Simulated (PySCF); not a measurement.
**Basis-set dependence of SiSe at CCSD(T)**

PySCF, RHF reference; singlet, unpaired electrons none; De to Si + Se without counterpoise correction. Frozen cores follow the default of each basis and core potential.

| basis | relativity | functions | Re (Å) | ωe (cm⁻¹) | De (eV) | frozen orbitals |
| --- | --- | --- | --- | --- | --- | --- |
| cc-pV(D+d)Z/cc-pVDZ-PP | scalar-relativistic core potentials | 46 | 2.089 | 571 | 5.03 | 9 |
| x2c-SVPall | spin-free X2C | 50 | 2.080 | 576 | 5.10 | 14 |
| x2c-TZVPPall | spin-free X2C | 90 | 2.071 | 578 | 5.42 | 14 |
| def2-TZVPPD | no relativity | 105 | 2.076 | 578 | 5.44 | 14 |

**Question.** How does each smaller set differ from the one with most functions, def2-TZVPPD?

**Answer.** cc-pV(D+d)Z/cc-pVDZ-PP: +1.3 pm, -1.2 % in ωe, -0.41 eV in De; x2c-SVPall: +0.4 pm, -0.3 % in ωe, -0.34 eV in De; x2c-TZVPPall: -0.5 pm, +0.0 % in ωe, -0.02 eV in De. All at CCSD(T); the set with most functions is neither the basis-set limit nor always the best. The rows treat relativity differently, so the differences are not basis effects alone.

Correlated steps freeze the inner cores (9 to 14 orbitals); shallow outer-core shells are correlated. Correlated levels converge slowly with the basis: in double zeta they bind strong bonds too weakly, by up to about 1 eV, and carry superposition errors of some tenths. Where the molecule has an RHF reference, its open-shell atoms are computed with UHF.
